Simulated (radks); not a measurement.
Results of a calculation; reference values are marked as such.
The vanadium anion V- inside a hard spherical wall (all orbitals vanish at R), configuration held at [Ar] 3d4 4s2 and not refilled when levels cross. Code: a radial shooting solver on a logarithmic mesh with Libxc functionals. Model: non-relativistic Kohn-Sham, PBEsol, spin-unpolarised, spherical densities, point nucleus. Eigenvalues in eV, with the zero of energy where the potential of the charges vanishes at infinity; a dash marks a level that is unbound or too diffuse for the functional's potential to be trusted. A positive occupied level is held by the wall or, in an anion where self-interaction has pushed it up, behind a barrier. The pressure on the wall is -dE/dV.

| R (bohr) | E (hartree) | kinetic (hartree) | e(3s) | e(3p) | e(4s) | e(3d) | e(4p, empty) | e(5s, empty) | pressure (GPa) |
|---|---|---|---|---|---|---|---|---|---|
| 20 | -942.61607 | 941.665 | -60.810 | -35.758 | 0.514 | 2.019 | - | - | 0.00111 |
| 12 | -942.61191 | 941.677 | -60.226 | -35.178 | 0.878 | 2.550 | 2.975 | 4.328 | 0.0298 |
| 10 | -942.60505 | 941.706 | -59.780 | -34.733 | 1.203 | 2.966 | 3.552 | 6.089 | 0.138 |
| 7 | -942.54650 | 941.921 | -57.739 | -32.701 | 2.864 | 4.844 | 6.038 | 13.567 | 2.32 |
| 4 | -941.78771 | 944.138 | -47.565 | -22.748 | 14.949 | 14.334 | 21.588 | 57.353 | 122 |
| 3.5 | -941.20589 | 945.752 | -43.087 | -18.411 | 22.643 | 18.860 | 30.865 | 81.740 | 303 |
| 2 | -930.14519 | 977.121 | -2.937 | 22.852 | 135.63 | 65.996 | 151.53 | 360.13 | 14100 |
| 1.5 | -905.83380 | 1038.608 | 56.078 | 85.208 | 327.94 | 131.85 | 340.03 | 759.45 | 92900 |
